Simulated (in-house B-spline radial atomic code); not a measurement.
## Ionising Sc7+ with different functionals

Computed with a radial B-spline atomic code at the basis-set limit: four-component Dirac-Coulomb Hamiltonian, Fermi nucleus of rms radius 3.5459 fm, spin-restricted, spherical fractional occupations for the functionals, and exact exchange of hybrids averaged over the configuration. The ionisation energy is the difference of two self-consistent energies, [Ne] 3s2 3p2 → [Ne] 3s2 3p1, without Breit or QED terms; ε is the level of the shell that loses the electron (mean over j). The electron is taken from both j subshells in proportion to 2j + 1, so the result is a j average, not the step between ground levels.

```json
{"method": "PBE0", "rung": "global hybrid", "ΔSCF (eV)": "156.87", "-ε(3p) (eV)": "148.64"}
{"method": "B97-1", "rung": "global hybrid", "ΔSCF (eV)": "?", "-ε(3p) (eV)": "?"}
{"method": "BHandHLYP", "rung": "global hybrid", "ΔSCF (eV)": "156.87", "-ε(3p) (eV)": "151.50"}
{"method": "CAM-B3LYP", "rung": "range-separated hybrid", "ΔSCF (eV)": "?", "-ε(3p) (eV)": "?"}
```

Question: What does CAM-B3LYP give?

Answer: ΔSCF 156.97 eV, and -ε(3p) = 150.15 eV.

Question: What does B97-1 give?

Answer: ΔSCF 156.86 eV, and -ε(3p) = 148.16 eV.

Question: Among the functionals, which spreads more, the ΔSCF values or the orbital energies?

Answer: The orbital energies: ΔSCF values span about 0.11 eV and the orbital energies 3.34 eV; here energy differences depend much less on the functional than eigenvalues do.

Question: How do they compare with the NIST value?

Answer: NIST lists 158.1 eV ± 0.25 (semi-empirical, ground level to ground level). Errors run from -1.22 to -1.11 eV. The correlated functionals all miss on the same side by more than they spread, so the cause is common to them (Breit-QED terms, spin polarisation, the choice among j levels, multiplet and fine-structure energies, or a listed next ion that isn't the cheapest removal here) and closeness doesn't rank the functionals.
